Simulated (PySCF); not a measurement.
H5Si, SMILES [SiH5-], charge -1. Geometry: PBE0-D3(BJ)/def2-TZVPD.

Task: Give the equilibrium geometry at PBE0-D3(BJ)/def2-TZVPD (PySCF confirms it by a frequency run) as Cartesian coordinates in Å, and its point group. (The exact figures need the calculation; the answer reports its results.)

Result: point group D3h.
```xyz
6

Si     0.0000     0.0000     0.0000
H      0.0000     0.0000     1.6219
H      0.0000     0.0000    -1.6219
H      1.5325     0.0000     0.0000
H     -0.7663     1.3272     0.0000
H     -0.7663    -1.3272     0.0000
```
Charge -1, spin multiplicity 1.
